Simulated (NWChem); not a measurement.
Species: AlH4 anion; SMILES [AlH4-]

```xyz
5

Al     0.0000     0.0000     0.0000
H     -0.9488     0.9488    -0.9488
H      0.9488    -0.9488    -0.9488
H     -0.9488    -0.9488     0.9488
H      0.9488     0.9488     0.9488
```
Atoms are numbered in this order, from 1.

All runs: NWChem. Pople sets run with spherical d functions. Sets without diffuse functions describe the anion's extra electron poorly. Geometry: optimised at B3LYP/def2-SVPD. B3LYP is NWChem's, with the RPA form of VWN correlation. Isotropic indirect couplings, all four terms, static geometry, non-relativistic.

For level B3LYP/6-31G**:

```
Item                            Result
------------------------------  ------
J(27Al atom 1, 1H atom 2) (Hz)   144.9
J(1H atom 2, 1H atom 3) (Hz)       2.2
```

Task: How do the values read with level B3LYP/pcJ-1 instead?

Result: The J(27Al atom 1, 1H atom 2) (Hz) is 182.6 and the J(1H atom 2, 1H atom 3) (Hz) comes out as 3.5.
